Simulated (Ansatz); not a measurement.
System: Si5H12, charge 0, multiplicity 1. 
Structure (B3LYP-D3(BJ)/def2-TZVP (Ansatz, a program for electronic structure) minimum search):
```
Si
H 1 1.4883
Si 1 2.3426 2 109.52
H 3 1.4832 1 110.72 2 62.05
H 3 1.4833 4 108.62 1 -119.67
H 3 1.4836 4 108.77 5 -118.05
Si 1 2.3435 2 108.82 3 -120.67
H 7 1.4829 1 110.56 2 -55.03
H 7 1.4833 8 108.77 1 -122.17
H 7 1.4834 8 108.55 9 -118.00
Si 1 2.3440 2 108.71 7 -118.53
H 11 1.4858 1 110.27 2 -56.15
H 11 1.4860 12 108.00 1 118.49
Si 11 2.3434 12 110.35 13 119.54
H 14 1.4830 11 109.27 12 -175.81
H 14 1.4832 15 108.49 8 64.51
H 14 1.4833 15 108.76 16 118.17
```
Charge 0, spin multiplicity 1.

Property: atomisation energy (electronic, to ground-state atoms); the coupled-cluster value holds the core correlation from cc-pwCVTZ, in kcal/mol. Correlated levels leave the core frozen unless marked. UHF or UKS for open shells. No spin-orbit coupling. No relativistic terms. CBS marks a two-point X^-3 extrapolation of the correlation energy; Hartree-Fock from the larger set.

Level to compare with: CCSD(T)/CBS(cc-pV(T+d)Z,cc-pV(Q+d)Z) plus the core term (Ansatz), 1177.9 kcal/mol. It is a level with limits of its own, and the differences hold the functionals' basis error too.

Problem. Rank these functionals by how close they come to CCSD(T)/CBS(cc-pV(T+d)Z,cc-pV(Q+d)Z), closest first: B3LYP/def2-TZVPD (Ansatz); PBE0/def2-TZVPD (Ansatz); wB97X/def2-TZVPD (Ansatz); CAM-B3LYP/def2-TZVPD (Ansatz).

Solution. wB97X/def2-TZVPD (range-separated hybrid, 1181.0 kcal/mol, difference 3.1), CAM-B3LYP/def2-TZVPD (range-separated hybrid, 1164.1 kcal/mol, difference -13.8), B3LYP/def2-TZVPD (global hybrid, 1154.6 kcal/mol, difference -23.3), PBE0/def2-TZVPD (global hybrid, 1149.9 kcal/mol, difference -28.0)
